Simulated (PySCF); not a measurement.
17O chemical shifts

Calculated, not measured (PySCF 2.14.0 with density-fitted response routines): NMR shieldings at PBE0/pcSseg-1/GIAO, GFN2-xTB structure. A single conformation, no solvent, fast rotation and ring inversion assumed for equivalent nuclei, non-relativistic.

Shieldings were converted by a linear fit to measured shifts: 17O: δ = 266.70 − 0.911σ (rms 10.7 ppm, 155 shifts, 12.2 ppm with the 3 outliers that the fit left out vs liquid water, solution or neat liquid). A few per cent of atoms miss by over 2 rms, more outside the fitted compound classes.

**Question.** Give the 17O shifts of `C=CC#CC(=C)OC`, `Fc1conc1C1CC1`, `C/C=C/[Si@@H](NC)OC(C)=O`, `CO[Si](F)(OC)C(C)=O`.

**Answer.** 
```
                                                                compound                        environment  δ (ppm)
                                                           C=CC#CC(=C)OC                       ether oxygen     72.3
                                                           Fc1conc1C1CC1               aromatic ring oxygen    282.9
[CH3:1]/[CH:2]=[CH:3]/[Si@@H:4]([NH:5][CH3:6])[O:7][C:8]([CH3:9])=[O:10]               O10: carbonyl oxygen    391.4
[CH3:1]/[CH:2]=[CH:3]/[Si@@H:4]([NH:5][CH3:6])[O:7][C:8]([CH3:9])=[O:10]         O7: oxygen bonded to C, Si    157.3
             [CH3:1][O:2][Si:3]([F:4])([O:5][CH3:6])[C:7]([CH3:8])=[O:9]                O9: carbonyl oxygen    719.2
             [CH3:1][O:2][Si:3]([F:4])([O:5][CH3:6])[C:7]([CH3:8])=[O:9]  O2/5: oxygen bonded to C, Si (×2)    -14.8
```

**Question.** Order these by 17O shift, lowest first.
A. O=CNC1=CCC(F)=C1
B. C#C[Si@@]1(Cl)CCC[Si@@H](O)C1
C. C=C/C=C\C(=C)O[SiH3]
D. C#C/C(=C\F)C(=O)NC
E. C=C1[C@@H](CCC=O)[SiH2]N1C

**Answer.** B (-9.5 ppm, oxygen bonded to Si, H), C (47.8 ppm, oxygen bonded to C, Si), D (278.2 ppm, amide-type carbonyl oxygen), A (380.1 ppm, amide-type carbonyl oxygen), E (606.7 ppm, aldehyde oxygen).

In solution the two oxygens of a carboxylic acid give one averaged line by proton exchange, and hydrogen bonding shields acid and N–H amide carbonyl oxygens by tens of ppm; neither is in these numbers.
